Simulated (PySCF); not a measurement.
**How methods differ on the ionisation energy of Xe²⁺**

Xe²⁺ [Kr] 4d10 5s2 5p4 (3P) → Xe³⁺ [Kr] 4d10 5s2 5p3 (4S), as a difference of total energies. All numbers are calculated (PySCF 2.14, scalar relativity through the core potential, in def2-QZVPPD with the def2 core potential (28 electrons)). Correlated levels: valence: 4s2 4p6 4d10 frozen; valence and next inner shell: nothing frozen outside the core potential. The calculations carry no spin-orbit coupling.

Question: Order these methods by the ionisation energy they give, lowest first.
A. r2SCANh
B. MP2 (valence)
C. PBE
D. UHF

Answer: D (29.377 eV), B (30.140 eV), C (30.484 eV), A (30.535 eV).

The reference lies between the lowest fine-structure levels, while these numbers refer to the centres of the terms.

Errors of the correlated levels include the incompleteness of this basis and the frozen core.

For comparison: 31.05 ± 0.04 eV (semi-empirical (NIST evaluation); NIST Atomic Spectra Database, ionization energies).
